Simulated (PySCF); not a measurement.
How the functional moves excitation energies

Compound: C4H7FSi.
SMILES: `F/C=C/[C@@H]1C[SiH2]1`

Linear-response calculations in the def2-SVPD basis (PySCF; singlets by full response, triplets Tamm–Dancoff, core orbitals frozen in the response; HF means time-dependent Hartree–Fock). 'Strongest' is the level of largest summed f among the singlets computed (10 roots, of which the last may lack a degenerate partner); it can jump between rows when another state enters that window. S1 is the lowest singlet of each run and needn't be the same state throughout; f(S1) is that of one state. Geometry: PBE0-D3(BJ)/def2-SVP, one conformer, isolated molecule.

```json
{"functional": "LDA", "kind": "LDA", "S1 (eV)": "4.89", "f(S1)": "0.114", "strongest (eV)": "6.56", "T1 (eV)": "3.97", "HOMO (eV)": "-5.50", "gap (eV)": "4.35", "ionisation energy, ΔSCF (eV)": "8.32"}
{"functional": "PBE", "kind": "GGA", "S1 (eV)": "4.88", "f(S1)": "0.102", "strongest (eV)": "5.40", "T1 (eV)": "3.84", "HOMO (eV)": "-5.33", "gap (eV)": "4.40", "ionisation energy, ΔSCF (eV)": "8.11"}
{"functional": "B3LYP", "kind": "global hybrid, 20% exact exchange", "S1 (eV)": "5.34", "f(S1)": "0.157", "strongest (eV)": "5.83", "T1 (eV)": "3.94", "HOMO (eV)": "-6.20", "gap (eV)": "5.89", "ionisation energy, ΔSCF (eV)": "8.28"}
{"functional": "PBE0", "kind": "global hybrid, 25% exact exchange", "S1 (eV)": "5.51", "f(S1)": "0.199", "strongest (eV)": "5.51", "T1 (eV)": "3.90", "HOMO (eV)": "-6.39", "gap (eV)": "6.31", "ionisation energy, ΔSCF (eV)": "8.27"}
{"functional": "BHandHLYP", "kind": "global hybrid, 50% exact exchange", "S1 (eV)": "5.92", "f(S1)": "0.259", "strongest (eV)": "5.92", "T1 (eV)": "3.93", "HOMO (eV)": "-7.34", "gap (eV)": "8.08", "ionisation energy, ΔSCF (eV)": "8.28"}
{"functional": "CAM-B3LYP", "kind": "range-separated hybrid", "S1 (eV)": "5.84", "f(S1)": "0.266", "strongest (eV)": "5.84", "T1 (eV)": "3.97", "HOMO (eV)": "-7.65", "gap (eV)": "8.53", "ionisation energy, ΔSCF (eV)": "8.40"}
{"functional": "LC-wPBE", "kind": "range-separated hybrid", "S1 (eV)": "6.27", "f(S1)": "0.444", "strongest (eV)": "6.27", "T1 (eV)": "3.90", "HOMO (eV)": "-8.92", "gap (eV)": "10.89", "ionisation energy, ΔSCF (eV)": "8.52"}
{"functional": "HF", "kind": "Hartree–Fock", "S1 (eV)": "6.53", "f(S1)": "0.360", "strongest (eV)": "6.53", "T1 (eV)": "3.57", "HOMO (eV)": "-8.73", "gap (eV)": "11.21", "ionisation energy, ΔSCF (eV)": "not settled"}
```

**Question.** What does wB97X-D (range-separated hybrid) give?

**Answer.** S1 (eV) 5.90, f(S1) 0.315, strongest (eV) 5.90, T1 (eV) 4.09, HOMO (eV) -8.17, gap (eV) 9.78, ionisation energy, ΔSCF (eV) 8.36. S1 runs from 4.88 eV (PBE) to 6.53 eV (HF), a spread of 1.65 eV, while the orbital gap spreads over 6.9 eV. Along PBE (0%), B3LYP (20%), PBE0 (25%), BHandHLYP (50%), HF (100%) S1 rises with the share of exact exchange. −ε(HOMO) comes closest to its own ΔSCF ionisation energy with wB97X-D (-0.19 eV) and misses most with LDA (-2.82 eV). 'Not settled' means that the ion's SCF failed to converge or may have ended in another state than the lowest.
